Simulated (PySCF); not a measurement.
## Au (gold, neutral) across methods

[Xe] 4f14 5d10 6s1, 2S determinant. Computed with PySCF 2.14 in x2c-TZVPPall (11s7p7d3f1g, 97 functions), with scalar relativity by spin-free X2C-1e.

| method | E (hartree) | mean ε 5d α (eV) | mean ε 5d β (eV) | mean ε 6s α (eV) | Σ⟨r²⟩ (bohr²) | ⟨S²⟩ |
| --- | --- | --- | --- | --- | --- | --- |
| PBE | -19014.56 | -7.029 | -6.747 | -6.090 | 60.11 | 0.751 |
| r2SCAN0 | -19014.35 | -8.756 | -8.440 | -7.041 | 59.24 | 0.753 |
| PBEsol | -19008.86 | -7.057 | -6.773 | -6.154 | 59.93 | 0.752 |
| r2SCAN | -19014.59 | -7.233 | -6.878 | -6.400 | 59.40 | 0.753 |
| UHF | -19008.78204 | -12.487 | -12.258 | -7.976 | 60.04 | 0.753 |
| BLYP | -19015.60 | -6.883 | -6.649 | -6.007 | 60.41 | 0.751 |
| LDA | -19002.90 | -7.255 | -7.001 | -6.348 | 59.94 | 0.751 |
| PBE0 | -19014.31 | -8.585 | -8.306 | -6.744 | 59.71 | 0.751 |

Spin-orbit coupling, which splits the p, d and f shells strongly at this Z, is absent.
